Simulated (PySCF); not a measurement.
C7H8O, SMILES c1ccccc1OC. The structure is a stationary point at PBE-D3(BJ)/def2-SVP. The values are those of a single conformer.

Level of theory: PBE-D3(BJ)/def2-SVP (PySCF).

Harmonic wavenumbers (cm⁻¹): 102, 207, 253, 273, 415, 439, 509, 546, 607, 690, 750, 787, 802, 874, 946, 971, 977, 1021, 1064, 1070, 1129, 1130, 1146, 1162, 1272, 1281, 1385, 1411, 1412, 1427, 1448, 1491, 1600, 1625, 2925, 2998, 3081, 3111, 3118, 3134, 3140, 3147. Rotational constants (GHz): 4.973, 1.549, 1.190; symmetry number 1.

Q: Work out the zero-point energy and the ideal-gas rigid-rotor harmonic-oscillator thermochemistry at 298.15 K and 1 atm.

A: ZPE = ½ Σ hcν = ½ × 56877 cm⁻¹ = 340.20 kJ/mol. H − E(el) = 361.02 kJ/mol. Entropy in J/(mol K): translation 167.16, rotation 116.95, vibration 59.51, total 343.61. G − E(el) = 258.58 kJ/mol. Cp = 121.66 J/(mol K). Modes under 150 cm⁻¹ make the vibrational entropy uncertain.
